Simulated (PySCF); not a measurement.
# Correlation energy of Ge (germanium, neutral)

[Ar] 3d10 4s2 4p2, high-spin 3P determinant. All numbers are calculated (PySCF 2.14, the non-relativistic Hamiltonian (point nucleus), in 6-31G* (5s4p3d, 32 functions)). Frozen: [Ar] 3d10; 4 electrons correlated.

MP2 pair energies summed by pair of shells (mhartree):

| pair | energy | share (%) |
| --- | --- | --- |
| 4s-4p | -22.72 | 58.3 |
| 4s-4s | -12.68 | 32.5 |
| 4p-4p | -3.57 | 9.2 |

Total MP2 correlation energy: -38.97 mhartree.

Same-spin part -6.30 and opposite-spin part -32.66 mhartree; SCS-MP2 scales them by 1/3 and 6/5 to -41.30 mhartree.

```
  level  correlation energy (mhartree)
   CCSD                         -54.56
    (T)                          -0.74
CCSD(T)                         -55.30
```

Diagnostics: T1 = 0.0075, D1 = 0.0201, largest double amplitude 0.092.

Cost of the coupled-cluster step: 0.07 s of wall time on 1 thread of Intel(R) Xeon(R) 6975P-C (shared host), for 4 correlated electrons.
